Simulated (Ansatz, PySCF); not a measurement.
Caution: the highest occupied level lies above zero, so the state may not be bound. This singlet lies 1.12 eV below the relaxed triplet at the level frozen-core CCSD(T)/aug-cc-pVTZ // B3LYP-D3(BJ)/def2-TZVPD (Ansatz, a quantum-chemistry and plane-wave program).

Cartesian coordinates (Å):
SMILES: [NH2][AlH-]
```xyz
5

N     -0.6320    -0.0913    -0.0163
Al     1.0545    -0.7467     0.4106
H     -1.4862    -0.6108     0.1298
H     -0.8463     0.8125    -0.4202
H      1.9100     0.6363    -0.1039
```
Charge -1, spin multiplicity 1.

**Question.** Give the HOMO and total energy at the level PBE-D3(BJ)/def2-TZVPD // B3LYP-D3(BJ)/def2-TZVPD run with PySCF.

**Answer.** 
```json
{
 "HOMO": "1.36 eV",
 "total_energy": "-8131.48 eV"
}
```
